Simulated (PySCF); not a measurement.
PySCF 2.14 output of an unrestricted revPBE calculation on a single atom or ion in aug-cc-pwCVTZ-PP with ECP60MDF, with scalar relativity through the core potential:

```
SCF conv_tol = 1e-09
number electrons alpha = 10  beta = 9
    Y. Zhang and W. Yang.,  Phys. Rev. Lett. 80, 890 (1998)
    J. P. Perdew, K. Burke, and M. Ernzerhof.,  Phys. Rev. Lett. 77, 3865 (1996)
    J. P. Perdew, K. Burke, and M. Ernzerhof.,  Phys. Rev. Lett. 78, 1396 (1997)
cycle= 1 E= -135.720403418192  delta_E= -0.0171  |g|= 0.0495  |ddm|= 0.242
cycle= 2 E= -135.72020668507  delta_E= 0.000197  |g|= 0.0533  |ddm|= 0.0569
cycle= 3 E= -135.721047066121  delta_E= -0.00084  |g|= 0.00808  |ddm|= 0.0367
cycle= 4 E= -135.721065091078  delta_E= -1.8e-05  |g|= 0.00017  |ddm|= 0.00463
cycle= 5 E= -135.721065101152  delta_E= -1.01e-08  |g|= 1.74e-05  |ddm|= 0.000183
cycle= 6 E= -135.721065101265  delta_E= -1.13e-10  |g|= 1.88e-06  |ddm|= 1.75e-05
converged SCF energy = -135.721065101265  <S^2> = 0.75134259  2S+1 = 2.0013421
```

The run itself started from symmetry-adapted Hartree-Fock orbitals and held the occupation by maximum overlap, on a logarithmic radial grid, so the iterations belong to that start.

Task: Which element, charge and spin multiplicity is this?

Result: Au (gold, neutral), multiplicity 2; the state was [Xe] 4f14 5d9 6s2, 2D determinant (an excited configuration).

Energies and moments cover only the electrons outside the core potential. Spin-orbit coupling, absent here, splits the open shell strongly.
